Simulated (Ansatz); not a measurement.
## The dipole moment down a group: C to Ge

One atom is swapped for its congeners: C4H7N (isobutyronitrile) `CC(C)C#N`; SiH(CH3)2(CN); GeH(CH3)2(CN). All are singlets with charge 0.

Shapes, held fixed at every level: PBE0-D4/def2-TZVP. Programs: Ansatz 0.2.0. Values in D.

```json
{"level": "PBE-D4/def2-TZVPP", "C4H7N": "4.05", "GeH(CH3)2(CN)": "4.46"}
{"level": "r2SCAN-D4/def2-TZVPP", "C4H7N": "4.17", "GeH(CH3)2(CN)": "4.54"}
{"level": "B3LYP-D4/def2-TZVPP", "C4H7N": "4.12", "GeH(CH3)2(CN)": "4.55"}
{"level": "wB97M-V/def2-TZVPP", "C4H7N": "4.11", "GeH(CH3)2(CN)": "4.53"}
```

Problem. Estimate the column for SiH(CH3)2(CN) from its neighbours.

Solution. The mean of the neighbours at wB97M-V/def2-TZVPP is 4.32 D, against 4.21 from the run: the member lies nearer C. All rows: PBE-D4/def2-TZVPP 4.18; r2SCAN-D4/def2-TZVPP 4.24; B3LYP-D4/def2-TZVPP 4.23; wB97M-V/def2-TZVPP 4.21 D. At wB97M-V/def2-TZVPP the dipole moment rises at every step, from 4.11 to 4.53 D. Every level shows the same order. Relativity is left out for Ge unless named.
